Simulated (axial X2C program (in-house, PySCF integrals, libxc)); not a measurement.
Working with the constants of AlAu

A bond curve at the PBE0 level, two-component, was computed with an axial X2C code built on PySCF integrals (basis Au dyall-cv3z [13s14p9d6f4g], Al dyall-v3z [8s8p2d1f] (cores contracted in-house)) for the state Ω = 0 (closed shell). Its fit gives Re = 2.3655 Å, ωe = 322.5 cm⁻¹, ωexe = 1.22 cm⁻¹ and αe = 6.727e-04 cm⁻¹; the masses are 196.9666 and 26.9815 u. Two-component means X2C with spin–orbit coupling and atomic mean-field Coulomb and Gaunt terms.

(1) Find the reduced mass, Be and the force constant.

(2) Estimate the centrifugal constant by the Kratzer relation.

(3) Where do the fundamental and the first overtone lie?

(4) The dipole moment p changes by 3.45 D/Å at Re. What harmonic infrared intensity follows?

(5) Give B0, the J = 1←0 line in GHz and the most populated J at 300 K (kT = 208.5 cm⁻¹).

The state is a single determinant with fixed occupations, the lowest that a limited PBE0 search found.

Answers

(1) From the PBE0 values: μ = 23.7307 u. Be = 16.8576/(μ Re²) = 0.127 cm⁻¹. k = 5.8918×10⁻⁷ μ ωe² = 1.45 mdyn/Å.

(2) D = 4Be³/ωe² = 7.87e-08 cm⁻¹.

(3) ν(1←0) = ωe − 2ωexe = 320.1 cm⁻¹; ν(2←0) = 2ωe − 6ωexe = 637.7 cm⁻¹.

(4) I = 42.256 × (dp/dR)²/μ = 21 km/mol.

(5) B0 = Be − αe/2 = 0.1266 cm⁻¹; 2B0 = 7.592 GHz; J(max) ≈ √(kT/2B0) − 1/2 = 28.2, so J = 28.
